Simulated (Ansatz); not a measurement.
`F[Si](F)(Cl)[S][GeH2][Cl]` + HBr → `[Cl][GeH2][Br]` + `F[Si](F)(S)Cl`  (ligand exchange at a Ge–S bond)

Isolated molecules relaxed with PBE0-D4/def2-TZVP in Ansatz; ΔE leaves out vibrations. CCSD(T)/CBS adds triple-zeta CCSD(T) − MP2 to the extrapolated MP2 energy (def2 sets, frozen cores). Functionals use def2-TZVPP. B3LYP here is the variant with VWN-RPA as its local correlation; programs differ in this. For Br, Ge outer-core shells are correlated without core-valence functions, which leaves a few kJ/mol of doubt a bond. Scalar relativity is left out up to krypton. Each species was taken in one conformer, which may not be the lowest.

CCSD(T)/CBS gives -24.7 kJ/mol.

Q: Another level gave -24.9 kJ/mol. Which?
A. HF/def2-TZVPP
B. CCSD(T)/def2-TZVPP
C. PBE/def2-TZVPP
D. B3LYP/def2-TZVPP

A: B. CCSD(T)/def2-TZVPP -24.9, PBE -30.7, B3LYP -37.1, HF/def2-TZVPP -45.2 kJ/mol.

Largest T1 diagnostic among the species: 0.011.

The D4 term adds +13.7 kJ/mol with B3LYP and +8.0 kJ/mol with PBE0; it sums over pairs of atoms, weighted by their polarisabilities, and B3LYP, whose exchange is more repulsive, gets the larger term. In def2-TZVPP, CCSD(T) changes the Hartree–Fock value by +20.3 kJ/mol (the triples alone add +3.5 kJ/mol) and MP2 by +21.8 kJ/mol.
